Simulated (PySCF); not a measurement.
Adding and removing an electron: TlI

RHF-CCSD(T); Tl def2-SVP with ECP60, I def2-SVP with ECP28; scalar-relativistic core potentials (PySCF 2.14). Neutral (RHF): singlet (closed shell), Re = 2.883 Å, ωe = 150 cm⁻¹, De = 3.23 eV.

TlI⁺ (UHF): doublet (π ↑), Re = 3.522 Å, ωe = 58.2 cm⁻¹. The energies at the minima are -468.45850 hartree for TlI and -468.15980 for TlI⁺.

(1) Work out the adiabatic ionisation energy, without and with harmonic zero-point energies (1 hartree = 27.2114 eV, 1 eV = 8065.5 cm⁻¹), and the change of the bond length.

Correlated steps freeze 8 core orbitals. Correlated levels converge slowly with the basis: in double zeta they bind strong bonds too weakly, by up to about 1 eV, and carry superposition errors of some tenths. These are scalar-relativistic numbers at best; spin–orbit coupling would shift them, the dissociation energy most. Where the molecule has an RHF reference, its open-shell atoms are computed with UHF. States were picked by a PBE0 search and need not be the measured ground states.

Neutral and ion stand on different kinds of reference determinant, which adds to the error of the difference.

Answers

(1) At CCSD(T): 0.29870 hartree = 8.128 eV between the minima; the zero-point term (58.2 − 150.0)/2 cm⁻¹ = -0.006 eV makes it 8.122 eV. Re changes by +63.9 pm against the neutral. The electron leaves a π orbital, and the ion is left as a loose complex of an ion and an atom.
